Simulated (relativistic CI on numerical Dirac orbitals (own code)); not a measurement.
## Fe4+: resonant inelastic scattering at the M2,3 edge

Computed with this model: Dirac-Coulomb-Breit CI, orbitals from a KLI potential per configuration, QED by a radiative potential, valence Slater integrals scaled by 0.9, Kramers-Heisenberg scattering through one core-hole configuration in a parametric crystal field; configurations [Ar] 3d4 → [Ne] 3s2 3p5 3d5; 300 K; core-hole width 1.2 eV; summed over polarisations. Incident energies are the highest absorption maxima for each field (at most a few, so the weaker spin-orbit partner edge can be absent), on the computed scale of the free ion. Intensities are in per cent of the strongest line above 0.02 eV; levels within 1 cm⁻¹ are merged; final levels count from the ground level, the first row holds all elastic scattering, lines under 0.4 are left out and each table stops after 24 rows. The scale of the Slater integrals is a model choice and moves the terms in proportion.

Field parameters in Wybourne normalisation: D4h B²₀ = −7Ds, B⁴₀ = 21(Dq − Dt), B⁴₄ = 21√(5/14) Dq; Oh B⁴₀ = 21Dq, B⁴₄ = √(5/14) B⁴₀. The field is a parameter set, without covalency.

S is read from ⟨S²⟩ = S(S + 1).

Oh, 10Dq = 21100 cm⁻¹:

```csv
Final level (eV),Degeneracy,Irrep,S,59.3 eV,62.1 eV,73.2 eV
0.000,1,A1,1.99,38.8,327.1,166.3
0.004,3,T1,1.99,1.0,15.7,25.8
0.007,2,E,2.00,1.2,29.3,29.8
0.010,3,T2,2.00,1.1,28.9,21.1
0.013,1,A2,2.00,0.5,14.6,15.6
0.876,1,A1,1.01,0.0,0.5,0.2
0.907,3,T1,1.01,0.0,1.0,0.4
2.542,3,T2,0.12,0.0,0.2,1.4
2.589,1,A1,1.99,0.1,4.0,28.6
2.592,3,T1,1.99,0.4,12.1,88.8
2.595,3,T2,1.98,0.3,12.0,93.5
2.634,2,E,1.98,0.2,6.3,64.3
2.636,3,T1,1.99,0.3,9.4,100.0
2.665,3,T2,1.98,0.2,8.3,89.2
2.760,2,E,0.09,0.0,0.1,0.6
3.192,1,A1,1.02,0.0,0.1,0.6
3.226,3,T1,1.01,0.0,0.3,1.1
3.293,3,T2,1.00,0.0,0.2,0.5
3.387,3,T1,1.01,0.0,0.1,0.6
3.776,3,T2,1.01,0.0,0.1,0.6
5.230,3,T2,1.00,0.0,0.1,0.5
5.257,3,T1,0.98,0.0,0.1,0.5
6.366,3,,1.00,0.0,0.1,0.4
6.407,3,,1.00,0.0,0.0,0.4
```

D4h, 10Dq = 15550, Ds = 1820, Dt = -280 cm⁻¹:

| Final level (eV) | Degeneracy | Irrep | S | 62.1 eV | 73.2 eV |
| --- | --- | --- | --- | --- | --- |
| 0.000 | 2 | A1+A2 | 2.00 | 286.4 | 155.4 |
| 0.004 | 2 | E | 2.00 | 5.8 | 0.0 |
| 0.005 | 1 | B1 | 2.00 | 3.2 | 0.5 |
| 0.728 | 1 | A1 | 2.00 | 4.3 | 14.3 |
| 0.730 | 2 | E | 2.00 | 8.8 | 28.7 |
| 0.733 | 2 | B1+B2 | 2.00 | 9.7 | 27.3 |
| 1.930 | 3 | B2+E | 2.00 | 23.6 | 100.0 |
| 1.931 | 2 | A1+A2 | 2.00 | 19.7 | 74.6 |
| 2.750 | 2 | E | 1.99 | 4.6 | 39.4 |
| 2.764 | 1 | A1 | 1.99 | 1.6 | 15.4 |
| 2.768 | 1 | A2 | 2.00 | 1.9 | 25.5 |
| 2.781 | 2 | E | 2.00 | 3.1 | 41.6 |
| 2.796 | 1 | B1 | 2.00 | 1.5 | 21.0 |
| 2.797 | 1 | B2 | 2.00 | 1.5 | 21.1 |
| 2.810 | 2 | E | 1.99 | 3.3 | 44.4 |
| 6.880 | 3 |  | 1.00 | 0.0 | 0.5 |
| 7.314 | 3 |  | 0.99 | 0.0 | 0.5 |

For the first field the strongest loss at the lowest incident energy is the level at 2.59 eV (S = 1.99, against 2.00 in the thermal ground state).
